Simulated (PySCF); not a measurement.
# Atomic charges by several schemes

C8H11 (charge +1).
Atom-mapped SMILES: `[CH3:1][CH2:2][C:3]1=[CH:4][CH:5]=[CH:6][CH2:7][CH+:8]1` (hydrogens: H9, H10, H11 on C1; H12, H13 on C2; H14 on C4; H15 on C5; H16 on C6; H17, H18 on C7; H19 on C8)

Geometry (GFN2-xTB, Å), atoms numbered from 1 in this order:
```xyz
19
C8H11 angstrom
C     -2.550    0.331   -0.493
C     -1.704   -0.802    0.097
C     -0.271   -0.381    0.162
C      0.180    0.417    1.227
C      1.497    0.877    1.319
C      2.405    0.556    0.348
C      2.015   -0.261   -0.794
C      0.627   -0.708   -0.829
H     -2.229    0.567   -1.504
H     -3.592    0.028   -0.526
H     -2.472    1.230    0.114
H     -1.808   -1.691   -0.526
H     -2.068   -1.036    1.097
H     -0.521    0.678    2.009
H      1.788    1.483    2.164
H      3.428    0.901    0.406
H      2.692   -1.128   -0.884
H      2.260    0.267   -1.732
H      0.313   -1.318   -1.664
```

Density: PBE0/pcSseg-1 (PySCF); schemes: Mulliken, IAO, Hirshfeld and ESP-fitted. Isolated species at its GFN2-xTB geometry (one conformer only).

**Question.** Tabulate the Mulliken, IAO, Hirshfeld and ESP-fitted charges.

**Answer.** In e:

| atom | environment | Mulliken | IAO | Hirshfeld | ESP-fitted |
| --- | --- | --- | --- | --- | --- |
| C1 | methyl carbon | -0.268 | -0.414 | -0.103 | -0.147 |
| C2 | allylic carbon | -0.112 | -0.267 | -0.055 | -0.016 |
| C3 | carbon bonded to 3 C | -0.281 | +0.031 | +0.044 | -0.278 |
| C4 | carbon bonded to 2 C and H | +0.068 | +0.009 | +0.087 | +0.337 |
| C5 | alkene CH carbon | -0.009 | -0.139 | -0.002 | -0.413 |
| C6 | alkene CH carbon | -0.066 | -0.003 | +0.079 | +0.255 |
| C7 | allylic carbon | -0.122 | -0.295 | -0.030 | -0.347 |
| C8 | carbon bonded to 2 C and H | -0.025 | -0.016 | +0.070 | +0.205 |
| H9 | methyl hydrogen | +0.129 | +0.150 | +0.048 | +0.066 |
| H10 | methyl hydrogen | +0.159 | +0.172 | +0.066 | +0.087 |
| H11 | methyl hydrogen | +0.128 | +0.146 | +0.048 | +0.059 |
| H12 | methylene hydrogen | +0.151 | +0.163 | +0.062 | +0.079 |
| H13 | methylene hydrogen | +0.157 | +0.164 | +0.062 | +0.076 |
| H14 | hydrogen on C4 | +0.140 | +0.201 | +0.099 | +0.136 |
| H15 | vinylic hydrogen | +0.152 | +0.200 | +0.090 | +0.223 |
| H16 | vinylic hydrogen | +0.168 | +0.205 | +0.099 | +0.121 |
| H17 | methylene hydrogen | +0.247 | +0.249 | +0.120 | +0.208 |
| H18 | methylene hydrogen | +0.246 | +0.249 | +0.121 | +0.214 |
| H19 | hydrogen on C8 | +0.139 | +0.196 | +0.093 | +0.134 |

Mean size of the charges over all atoms: ESP-fitted 0.179 e, IAO 0.172 e, Mulliken 0.146 e, Hirshfeld 0.073 e. Each set sums to the total charge, 1, to within 0.001 e. The IAO scheme counts the electrons in orthogonalised intrinsic atomic orbitals, a minimal basis polarised so that it spans the occupied orbitals exactly.

Lowest charge. The schemes don't all agree: Mulliken C3 (-0.281); IAO C1 (-0.414); Hirshfeld C1 (-0.103); ESP-fitted C5 (-0.413).

Highest charge. The schemes don't all agree: Mulliken H17 (+0.247); IAO H17 and H18 (+0.249); Hirshfeld H18 (+0.121); ESP-fitted C4 (+0.337).

**Question.** Sum the charges by element.

**Answer.** 
```csv
element,atoms,Mulliken,IAO,Hirshfeld,ESP-fitted
C,8,-0.815,-1.094,+0.091,-0.405
H,11,+1.815,+2.094,+0.909,+1.405
```

**Question.** How many electrons does the Mulliken scheme count on C5?

**Answer.** Z − q = 6 − (-0.009) = 6.009.
